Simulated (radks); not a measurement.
Problem. Sr I, configuration [Kr] 5s1 5p1 (not the ground configuration). Calculated with a radial shooting solver on a logarithmic mesh with Libxc functionals: scalar-relativistic Kohn-Sham, PBE, spin-polarised, spherical densities, finite nucleus; open shells are filled with parallel spins first (spin-orbit coupling, left out, can overturn this in heavy ions); Fermi nuclear charge, rms radius 4.224 fm. Some entries of the table are withheld. Estimate them.

| orbital | occ. | eigenvalue (Ry) | <r> (bohr) |
|---|---|---|---|
| 1s up | 1 | -1171.436 | 0.03916 |
| 1s down | 1 | -1171.435 | 0.03916 |
| 2s up | 1 | -158.6937 | 0.1725 |
| 2s down | 1 | -158.6929 | 0.1725 |
| 2p up | 3 | -141.0176 | 0.1504 |
| 2p down | 3 | -141.0166 | 0.1504 |
| 3s up | 1 | -24.61686 | 0.4921 |
| 3s down | 1 | -24.61521 | 0.4920 |
| 3p up | 3 | -18.91199 | 0.4985 |
| 3p down | 3 | -18.91018 | 0.4985 |
| 3d up | 5 | -9.49407 | 0.4983 |
| 3d down | 5 | -9.49203 | 0.4983 |
| 4s up | 1 | -3.09291 | 1.357 |
| 4s down | 1 | -3.08429 | 1.355 |
| 4p up | 3 | -1.76337 | (1) |
| 4p down | 3 | -1.75225 | (2) |
| 5s up | 1 | -0.33144 | 4.217 |
| 5p up | 1 | -0.15402 | (3) |

Solution. 
(1) 4p up <r> (bohr): 1.566
(2) 4p down <r> (bohr): 1.560
(3) 5p up <r> (bohr): 5.462
